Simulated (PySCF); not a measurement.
# Peak assignment

Bonds (- single, = double, # triple, : aromatic): C1-C2, C2#C3, C3-Si4, Si4-C5, Si4-N6, Si4-C7, C7-F8, C7-F9, C7-F10. C1 carries H11, H12, H13; C5 carries H14, H15, H16; N6 carries H17, H18. Stereochemistry as in CC#C[Si@@](C)(N)C(F)(F)F.

- shielding tensors at PBE0/pcSseg-1 (GIAO)
- coordinates at the GFN2-xTB level
- run in PySCF 2.14
- relativity neglected, a single conformation, no solvent model, fast rotation and ring inversion assumed for equivalent nuclei

References, each an isolated molecule treated in the same way: 13C (186.93 ppm) and 1H (31.72 ppm) against TMS.

Problem. Assign these signals to the numbered atoms. 13C{1H} NMR (computed): δ 138.4, 112.7, 85.1, 5.6, -2.1.

Solution. 
| δ (ppm) | atoms | environment | reason |
| --- | --- | --- | --- |
| 138.4 | C7 | CF3 carbon | 3 electronegative neighbours deshield it |
| 112.7 | C2 | alkyne carbon | – |
| 85.1 | C3 | alkyne carbon | the triple bond shields along its axis, which puts it between sp3 and sp2 carbons |
| 5.6 | C1 | propargylic methyl carbon | aliphatic region, no heteroatom directly attached |
| -2.1 | C5 | methyl carbon bonded to Si | an electropositive neighbour leaves it electron-rich and shielded |

Problem. Assign these signals to the numbered atoms. 1H NMR (400 MHz, computed): δ 2.08 (s, 3H), 0.82 (br s, 2H), 0.39 (s, 3H).

Solution. 
2.08 → H11/H12/H13, hydrogen on a propargylic methyl carbon
0.82 → H17/H18, hydrogen on a nitrogen bonded to Si: exchangeable; this is the value without hydrogen bonding to other molecules
0.39 → H14/H15/H16, hydrogen on a methyl carbon bonded to Si: an electropositive neighbour shields it, as in TMS itself

Exchangeable OH/NH protons stand at their gas-phase positions; hydrogen bonding in a real sample shifts them, mostly to higher δ. Splittings by 19F in the carbon and heteronuclear signals aren't shown, as no couplings were computed. Shifts are as computed. Against solution values, carbons near 30 ppm lie about +3 ppm off and those near 130 ppm about +5 ppm. Of 1211 compounds with measured shifts, 218 miss one by over three times the rms of a fit or turn the order of signals round; such compounds aren't used in these exercises. Multiplicities follow the n + 1 count of equivalent neighbours, as no J values were calculated; m marks all less simple cases, F and P coupling included.
